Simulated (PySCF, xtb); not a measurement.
Al(H)2(SiH3) (AlH5Si), SMILES [AlH2][SiH3].

GFN2-xTB run with xtb 6.7.1 at its own geometry gives an orbital gap of 3.54 eV and a dipole moment of 0.90 D.

Coordinates come from a PBE0-D3(BJ)/def2-TZVP optimisation.

What does M06-2X/def2-TZVPD (PySCF) give? (Estimate from the structure and the level; the computed values follow.)

gap 7.07 eV (levels -8.55 and -1.48 eV), dipole 0.24 D.
